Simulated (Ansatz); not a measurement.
Basis-set extrapolation for C2H9ClSSi2, SMILES `C[SiH2]S[SiH](C)Cl` (PBE0-D4/def2-TZVP geometry, frozen core, the Gaussian-basis code of Ansatz). Multiplicity 1, RHF reference.

```tsv
	def2-TZVPP	def2-QZVPP
HF	-1516.091088	-1516.136754
MP2 correlation	-0.970464	-1.048232
CCSD(T) correlation	-1.096697	not run
```

Energies in hartree. Use E(X) = E(∞) + A·exp(−7.88·√X) for Hartree–Fock and E(X) = E(∞) + B·X^(−2.97) for correlation, with X = 3 and 4, and add CCSD(T) minus MP2 of the smaller set to the MP2 limit.

Q: What is the CCSD(T) energy at the basis-set limit?

A: HF limit: -1516.136754 + (-0.045666) × 0.13774 = -1516.14304. MP2 limit: -1.048232 + (-0.077768) × 0.74074 = -1.10584. Higher-order term: -1.096697 − (-0.970464) = -0.12623. Total: -1517.37511 hartree, 491.8 kJ/mol below CCSD(T)/def2-TZVPP.
